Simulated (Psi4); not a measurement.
sulfolane (C4H8O2S), singlet, at a GFN2-xTB geometry; CCSD(T)/STO-3G run with Psi4.

The Psi4 input:
```
memory 2 GB

molecule mol {
0 1
  O     1.599527    0.875451   -0.676870
  S     0.602141    0.398753    0.241387
  O     0.786503    0.704641    1.633386
  C    -1.066395    0.927887   -0.299577
  C    -1.607022   -0.314401   -0.972772
  C    -1.150763   -1.511876   -0.132773
  C     0.351035   -1.401616    0.012803
  H    -1.617656    1.197006    0.596054
  H    -0.960681    1.781152   -0.959337
  H    -2.694366   -0.288813   -1.053931
  H    -1.188259   -0.397225   -1.977514
  H    -1.442733   -2.450882   -0.604557
  H    -1.618134   -1.461242    0.852482
  H     0.753413   -1.918410    0.876248
  H     0.884786   -1.682331   -0.889848
}

set basis sto-3g
set reference rhf

energy('ccsd(t)')
print_variables()
```

What the program printed (banner, timings and long lists left out):

```
   => Loading Basis Set <=

    Name: STO-3G
    Role: ORBITAL
    Keyword: BASIS

         ---------------------------------------------------------
                                   SCF
               by Justin Turney, Rob Parrish, Andy Simmonett
                          and Daniel G. A. Smith
                              RHF Reference
         ---------------------------------------------------------

  ==> Geometry <==

    Molecular point group: c1
    Full point group: C1

    Geometry (in Angstrom), charge = 0, multiplicity = 1:

       Center              X                  Y                   Z               Mass
    ------------   -----------------  -----------------  -----------------  -----------------
         O            1.534598745049     0.832453725266    -0.702898626022    15.994914619570
         S            0.537212745049     0.355755725266     0.215358373978    31.972071174400
         O            0.721574745049     0.661643725266     1.607357373978    15.994914619570
         C           -1.131323254951     0.884889725266    -0.325605626022    12.000000000000
         C           -1.671950254951    -0.357398274734    -0.998800626022    12.000000000000
         C           -1.215691254951    -1.554873274734    -0.158801626022    12.000000000000
         C            0.286106745049    -1.444613274734    -0.013225626022    12.000000000000
         H           -1.682584254951     1.154008725266     0.570025373978     1.007825032230
         H           -1.025609254951     1.738154725266    -0.985365626022     1.007825032230
         H           -2.759294254951    -0.331810274734    -1.079959626022     1.007825032230
         H           -1.253187254951    -0.440222274734    -2.003542626022     1.007825032230
         H           -1.507661254951    -2.493879274734    -0.630585626022     1.007825032230
         H           -1.683062254951    -1.504239274734     0.826453373978     1.007825032230
         H            0.688484745049    -1.961407274734     0.850219373978     1.007825032230
         H            0.819857745049    -1.725328274734    -0.915876626022     1.007825032230

  Running in c1 symmetry.

  Rotational constants: A =      0.12584  B =      0.06872  C =      0.06320 [cm^-1]
  Rotational constants: A =   3772.67438  B =   2060.32058  C =   1894.60684 [MHz]
  Nuclear repulsion =  431.159838104737275

  Charge       = 0
  Multiplicity = 1
  Electrons    = 64
  Nalpha       = 32
  Nbeta        = 32

  ==> Algorithm <==

[...]
  @RHF Final Energy:  -694.78483732709742
    Total Energy =                       -694.7848373270974207
[...]
             30  14        -0.0162974695

    Largest TIjAb Amplitudes:
     31  31   1   1        -0.0606807060
     31  31   0   0        -0.0604544030
     29  31   0   1         0.0539818531
     31  29   1   0         0.0539818531
     29  29   0   0        -0.0447553584
     28  28   1   1        -0.0418741111
     30  30   3   3        -0.0407004506
     28  30   1   3         0.0352851917
     30  28   3   1         0.0352851917
     29  31   1   0         0.0327646332

    SCF energy       (wfn)                    = -694.784837327097421
    Reference energy (file100)                = -694.784837327097875

    Opposite-spin MP2 correlation energy      =   -0.271884445276896
    Same-spin MP2 correlation energy          =   -0.054867640785300
    Singles MP2 correlation energy            =   -0.000000000000000
    MP2 correlation energy                    =   -0.326752086062196
      * MP2 total energy                      = -695.111589413160118

    Opposite-spin CCSD correlation energy     =   -0.354042700823931
    Same-spin CCSD correlation energy         =   -0.052405663126720
    Singles CCSD correlation energy           =    0.000000000000000
    CCSD correlation energy                   =   -0.406448363950651
      * CCSD total energy                     = -695.191285691048506

            **************************
            *                        *
            *        CCTRIPLES       *
            *                        *
            **************************

    Wave function   =    CCSD_T
    Reference wfn   =      RHF

    Nuclear Rep. energy (wfn)                =  431.159838104737275
    SCF energy          (wfn)                = -694.784837327097421
    Reference energy    (file100)            = -694.784837327097875
    CCSD energy         (file100)            =   -0.406448363950651
    Total CCSD energy   (file100)            = -695.191285691048506

    Number of ijk index combinations:             5984
    Approx. words needed per explicit thread:           13500
    Number of threads for explicit ijk threading:    1

    MKL num_threads set to 1 for explicit threading.

    (T) energy                                =   -0.014646272605444
      * CCSD(T) total energy                  = -695.205931963653939

  Variable Map:
  ----------------------------------------------------------------------------
[...]
  Array Variable Map:
  ----------------------------------------------------------------------------
[...]
[...]
```
